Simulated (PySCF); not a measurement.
Pd+ (palladium, charge +1): B3LYP calculation

Configuration: [Kr] 4d9, 2D determinant. Calculation: PySCF 2.14, in aug-cc-pVDZ-PP with ECP28MDF (5s5p4d2f, 54 functions); scalar relativity through the core potential.

```json
{
  "Total energy": "-127.1738 hartree",
  "One-electron energy": "-219.7840 hartree",
  "Hartree (Coulomb) energy": "105.1622 hartree",
  "Exchange-correlation energy": "-12.5520 hartree",
  "⟨S²⟩": "0.7528",
  "⟨L²⟩": "6.029",
  "Sum of ⟨r⟩": "21.57 bohr",
  "Sum of ⟨r²⟩": "33.29 bohr²",
  "Traceless quadrupole moment −½Σ⟨3z² − r²⟩ along its main axis": "-0.598 e·bohr²",
  "Time after the integrals": "0.47 s of wall time on 1 thread of Intel(R) Xeon(R) 6975P-C (shared host)"
}
```

```json
{"shell": "4s α", "electrons": "1", "mean orbital energy (hartree)": "-3.75353", "spread (hartree)": "0", "rms radius, mean of both spins (bohr)": "1.02"}
{"shell": "4s β", "electrons": "1", "mean orbital energy (hartree)": "-3.71564", "spread (hartree)": "0", "rms radius, mean of both spins (bohr)": "1.02"}
{"shell": "4p α", "electrons": "3", "mean orbital energy (hartree)": "-2.45221", "spread (hartree)": "0.05525", "rms radius, mean of both spins (bohr)": "1.12"}
{"shell": "4p β", "electrons": "3", "mean orbital energy (hartree)": "-2.41118", "spread (hartree)": "0.01118", "rms radius, mean of both spins (bohr)": "1.12"}
{"shell": "4d α", "electrons": "5", "mean orbital energy (hartree)": "-0.60144", "spread (hartree)": "0.05961", "rms radius, mean of both spins (bohr)": "1.62"}
{"shell": "4d β", "electrons": "4", "mean orbital energy (hartree)": "-0.57455", "spread (hartree)": "0.03700", "rms radius, mean of both spins (bohr)": "1.62"}
```

Energies and moments cover only the electrons outside the core potential.
